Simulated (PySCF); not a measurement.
trifluorosilylmethanol (CH3F3OSi), SMILES [Si](F)(F)(F)CO.

Geometry: PBE0-D3(BJ)/def2-SVP. Other conformers were not sampled.

Level of theory: PBE0-D3(BJ)/def2-SVP (PySCF 2.14.0).

Frequencies are harmonic and unscaled.

| mode | ν (cm⁻¹) | IR (km/mol) | Raman (Å⁴/amu) | depolarisation | moving atoms (share of kinetic energy) |
|---|---|---|---|---|---|
| 1 | 69 | 6.0 | 0.1 | 0.74 | O 37 %, F 33 %, H 19 %, C 9 % |
| 2 | 114 | 3.1 | 0.1 | 0.71 | F 50 %, O 37 % |
| 3 | 190 | 8.1 | 0.5 | 0.74 | F 48 %, H 32 %, C 17 % |
| 4 | 262 | 8.1 | 1.1 | 0.60 | F 68 %, O 19 % |
| 5 | 302 | 28.6 | 0.4 | 0.68 | F 76 %, Si 15 % |
| 6 | 334 | 14.6 | 2.4 | 0.48 | F 58 %, Si 16 %, O 11 %, C 9 % |
| 7 | 362 | 189.6 | 1.8 | 0.75 | H 69 %, F 11 %, O 9 % |
| 8 | 425 | 23.5 | 2.1 | 0.62 | F 40 %, Si 25 %, H 17 %, C 11 % |
| 9 | 682 | 0.9 | 9.3 | 0.07 | C 42 %, F 38 %, H 14 % |
| 10 | 768 | 6.8 | 1.3 | 0.70 | H 61 %, C 28 %, F 10 % |
| 11 | 891 | 178.8 | 0.9 | 0.17 | F 45 %, Si 42 % |
| 12 | 984 | 165.9 | 0.6 | 0.75 | Si 50 %, F 48 % |
| 13 | 996 | 191.6 | 0.8 | 0.75 | Si 50 %, F 46 % |
| 14 | 1110 | 103.8 | 2.3 | 0.57 | O 45 %, C 34 %, H 20 % |
| 15 | 1165 | 22.3 | 4.8 | 0.66 | H 87 %, C 10 % |
| 16 | 1309 | 5.5 | 2.8 | 0.43 | H 71 %, C 26 % |
| 17 | 1385 | 30.9 | 5.7 | 0.74 | H 82 %, C 10 % |
| 18 | 1444 | 6.2 | 13.6 | 0.71 | H 94 % |
| 19 | 3015 | 23.6 | 120.1 | 0.18 | H 94 % |
| 20 | 3120 | 3.6 | 83.5 | 0.48 | H 91 %, C 9 % |
| 21 | 3872 | 57.0 | 54.5 | 0.25 | H 94 % |
